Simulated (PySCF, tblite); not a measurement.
C5H13N3Si.
Cartesian coordinates in Å at the GFN2-xTB level; atoms count from 1:
```xyz
22
C5H13N3Si angstrom
C      2.751    1.773    0.290
N      2.481    0.864   -0.529
C      1.235    0.843   -1.203
Si     0.170   -0.564   -0.450
N      1.312   -1.678    0.178
C     -1.377   -1.212   -1.373
C     -2.223   -0.700   -0.205
N     -1.146   -0.089    0.553
C     -1.390    0.544    1.816
H      3.698    1.739    0.808
H      2.087    2.615    0.520
H      1.432    0.613   -2.249
H      0.699    1.800   -1.143
H      2.294   -1.538    0.018
H      1.086   -2.616    0.459
H     -1.635   -0.750   -2.319
H     -1.428   -2.288   -1.495
H     -2.710   -1.502    0.360
H     -2.986    0.031   -0.493
H     -2.081    1.388    1.703
H     -0.449    0.908    2.220
H     -1.830   -0.162    2.531
```

Jobs on this species (22 atoms, 78 electrons) with PySCF (density fitting) and tblite. Hardware of each: one thread of an Arm Neoverse N1, no GPU, on a shared host. The host was shared with other jobs, so the times are rough.

```json
{"level and settings": "GFN2-xTB", "work": "Hessian by finite differences", "basis functions": "–", "SCF cycles": "–", "wall time": "?"}
{"level and settings": "PBE0/pcSseg-1", "work": "shieldings, ring-centre shieldings, charges and field gradients", "basis functions": "225", "SCF cycles": "14", "wall time": "80 s"}
{"level and settings": "GFN2-xTB", "work": "L-BFGS relaxation", "basis functions": "–", "SCF cycles": "–", "wall time": "2.5 s"}
```

Question: Fill in the missing figures.

Answer: 
- GFN2-xTB; Hessian by finite differences: 1.7 s

Question: What do all jobs in the table cost together?

Answer: About 84 s; the longest takes about 95 % of that, and about 47 times as long as the shortest.
